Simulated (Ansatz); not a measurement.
`O[SiH](F)O[SiH2]Cl` + `N=C=O` → `O=C=N[SiH2]Cl` + `O[SiH](O)F`  (ligand exchange at the Si–O bond)

Isolated molecules relaxed with PBE0-D4/def2-TZVP in Ansatz; ΔE leaves out vibrations. CCSD(T)/CBS adds triple-zeta CCSD(T) − MP2 to the extrapolated MP2 energy (def2 sets, frozen cores). This one scheme is used for every species. Functionals use def2-TZVPP. Each species was taken in one conformer, which may not be the lowest.

| level | ΔE (eV) |
| --- | --- |
| BLYP-D4 | 0.32 |
| BHLYP-D4 | 0.31 |

(1) What does CCSD(T)/CBS give? (An estimate is asked.)

(2) What do rigid-rotor, harmonic-oscillator terms from PBE0-D4/def2-TZVP frequencies (298.15 K, 1 bar) make of the CCSD(T)/CBS value? (Best estimate.)

Largest T1 diagnostic among the species: 0.018.

Answers

(1) Ansatz gave: +0.28 eV. The listed levels differ from it by 0.04, 0.03 eV.

(2) Ansatz gave: ΔZPE = +0.02 eV, ΔH = +0.30 eV, ΔS = 13 J/(mol·K), ΔG = +0.26 eV. Modes under 50 cm⁻¹ make the entropy rough.

Leaving LDA and LC-ωPBE aside and taking each functional with its dispersion term where it has one, the values, not all of them listed here, spread over 0.09 eV, from PBE-QIDH to BLYP-D4. LDA lies +0.04 eV from PBE without D4. The D4 term adds +0.07 eV with B3LYP and +0.04 eV with PBE0; it sums over pairs of atoms, weighted by their polarisabilities, and B3LYP, whose exchange is more repulsive, gets the larger term.

B3LYP here is the variant with VWN-RPA as its local correlation; programs differ in this.
